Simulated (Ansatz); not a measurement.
Consider the formal exchange of groups at a Zn–Br bond: `C[N](C)[Zn][Br]` + CH₄ → `[CH3][Zn][N](C)C` + HBr.

Calculated with Ansatz (gas phase, PBE0-D4/def2-TZVP geometries, no zero-point term in ΔE). CCSD(T)/CBS is the MP2 limit (def2-TZVPP, def2-QZVPP) plus CCSD(T) − MP2 in def2-TZVPP, frozen cores. This one scheme is used for every species. For Br, Zn outer-core shells are correlated without core-valence functions, which leaves a few kJ/mol of doubt a bond. Scalar relativity is left out up to krypton. One conformer a species, not always the lowest.

`C[N](C)[Zn][Br]`:

```xyz
11

C    -0.193   -0.141    1.329
N     0.162    0.023   -0.055
C    -0.978   -0.020   -0.931
Zn    1.855    0.255   -0.631
Br    3.947    0.543   -1.343
H     0.687   -0.106    1.976
H    -0.694   -1.106    1.510
H    -0.882    0.648    1.670
H    -1.515   -0.978   -0.855
H    -1.703    0.775   -0.695
H    -0.687    0.107   -1.976
```

CH₄:

Z-matrix (Å, degrees):
```
C
H 1 1.090
H 1 1.090 2 109.5
H 1 1.090 2 109.5 3 -120.0
H 1 1.090 2 109.5 3 120.0
```

`[CH3][Zn][N](C)C`:

Cartesian coordinates in Å:
```
C 2.227 -1.541 -1.333
Zn 0.806 -0.558 -0.481
N -0.537 0.371 0.320
C -0.564 1.802 0.437
C -1.690 -0.244 0.914
H 1.824 -2.307 -2.000
H 2.865 -2.032 -0.594
H 2.852 -0.872 -1.930
H -0.591 2.131 1.489
H 0.318 2.258 -0.021
H -1.449 2.241 -0.054
H -1.773 -0.016 1.990
H -2.629 0.098 0.446
H -1.659 -1.332 0.816
```

HBr:

Z-matrix (Å, degrees):
```
Br
H 1 1.420
```

```
           species  CCSD/CBS(def2) energy (Eh)
 `C[N](C)[Zn][Br]`                 -4486.11939
               CH₄                   -40.45584
`[CH3][Zn][N](C)C`                 -1952.59803
               HBr                 -2573.91032
```

(1) Work out ΔE.

Largest T1 diagnostic among the species: 0.014.

Results:

(1) ΔE = (-1952.59803) + (-2573.91032) − (-4486.11939) − (-40.45584) = 0.06688 Eh = +1.82 eV. CCSD(T)/CBS gives +1.77 eV.

Leaving LDA and LC-ωPBE aside and taking each functional with its dispersion term where it has one, the values, not all of them listed here, spread over 0.30 eV, from revPBE-D4 to BHLYP-D4. LDA lies −0.10 eV from PBE without D4. From r2SCAN to r2SCAN0 (25 % exact exchange), in def2-TZVPP and without D4, ΔE moves by +0.09 eV.
